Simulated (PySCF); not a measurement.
**Ag⁺: excitation energy**

Ag⁺ [Kr] 4d10 (1S) → Ag⁺ [Kr] 4d9 5s1 (3D), as a difference of total energies. Calculation: PySCF 2.14, in def2-QZVPPD with the def2 core potential (28 electrons) (7s5p4d4f2g, 88 functions); scalar relativity through the core potential. Correlated levels: valence: 4s2 4p6 frozen; valence and next inner shell: nothing frozen outside the core potential. The calculations carry no spin-orbit coupling.

Q: Order these methods by the excitation energy they give, lowest first.
A. PBE
B. SCS-MP2 (valence)
C. r2SCAN
D. UHF

A: D (4.363 eV), C (4.558 eV), A (4.601 eV), B (5.354 eV).

Errors of the correlated levels include the incompleteness of this basis and the frozen core.

For comparison: 5.035 eV (measured; NIST levels, between the centres of gravity of the two terms).
